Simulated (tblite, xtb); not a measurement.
C$_{2}$HCl$_{3}$, triplet, at a GFN2-xTB geometry (a higher spin typed on purpose: for a closed-shell molecule this is an excited state). Base run: GFN1-xTB (xtb).

Input for xtb:
```
$ xtb mol.xyz --gfn 1 --uhf 2 --json

# file mol.xyz
6

Cl     2.09141099     0.25449089     0.59949348
C      1.01747801    -0.42814838    -0.55146569
C     -0.38233112    -0.26504350    -0.44338425
Cl    -1.12195689     1.23301851    -0.87628124
Cl    -1.28150018    -1.18533211     0.70691994
H      1.49390213    -0.97786253    -1.34314731
```

Programs used: tblite, xtb; a row that names a program was run with it.

Variants of this job, named by their change:

```csv
change,ΔE vs base (kJ/mol),dipole (D),G_solv (kcal/mol),SCF cycles
base,0.00,1.10,-,9
"program = tblite; method = gfn1; option = (--alpb, water)",-2.53,-,-,-
"program = tblite; method = gfn1; option = (--efield, 0,0,0.1)",0.94,-,-,-
etemp = 3000,-0.63,1.08,-,10
etemp = 5000,-9.43,0.95,-,10
gbsa = water,-2.22,1.32,-0.68,9
alpb = thf,-20.77,1.25,-5.04,9
"program = tblite; method = gfn1; option = (--guess, eeq)",0.00,-,-,-
```

ALPB and GBSA are two models with their own fitted parameters for each solvent, which aren't always the measured dielectric constant.
